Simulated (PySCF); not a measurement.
**Heteronuclear NMR**

Atom-mapped SMILES (the numbers label the heavy atoms): `[CH3:1][S:2][c:3]1[cH:4][cH:5][cH:6][p:7][c:8]1[CH:9]=[O:10]`; H(Xn) means a hydrogen on atom n.

Level of theory: GIAO PBE0/pcSseg-1 shieldings, coordinates at the PBE0-D3(BJ)/def2-SVP level, in PySCF (single conformer, fast rotation and ring inversion assumed for equivalent nuclei, in vacuum, relativity neglected).

Task: Predict the ³¹P NMR data.

Result: 
| atoms | environment | σ (ppm) | δ (ppm) |
| --- | --- | --- | --- |
| P7 | phosphorus bonded to 2 C, in a 6-membered ring | 52.7 | 236.5 |

Shieldings were converted by a linear fit to measured shifts: ³¹P (scatter 18.7 ppm rms vs H3PO4, solution or neat liquid). A few per cent of atoms miss by over 2 rms, more outside the fitted compound classes.

On a 500 MHz spectrometer ³¹P resonates near 202.4 MHz, so 1 ppm is 202.4 Hz.

Task: What are the ¹⁷O shifts?

Result: 
| atoms | environment | σ (ppm) | δ (ppm) |
| --- | --- | --- | --- |
| O10 | aldehyde oxygen | -317.9 | 547.5 |

Shieldings were converted by a linear fit to measured shifts: ¹⁷O: δ = 264.06 − 0.892σ (rms 13.4 ppm, 147 shifts, 14.2 ppm with the 1 outlier that the fit left out vs liquid water, solution or neat liquid). A few per cent of atoms miss by over 2 rms, more outside the fitted compound classes.

On a 600 MHz spectrometer ¹⁷O resonates near 81.3 MHz, so 1 ppm is 81.3 Hz.

Task: Predict the ³³S NMR data.

Result: 
| atoms | environment | σ (ppm) | δ (ppm) |
| --- | --- | --- | --- |
| S2 | sulfide sulfur | 487.4 | -306 |

Shieldings were converted by a linear fit to measured shifts: ³³S: δ = 138.96 − 0.913σ (rms 31.7 ppm, 19 shifts vs sulfate, solution or neat liquid). Occasional misses reach two or three times the rms, and more in compound classes unlike the fitted ones.
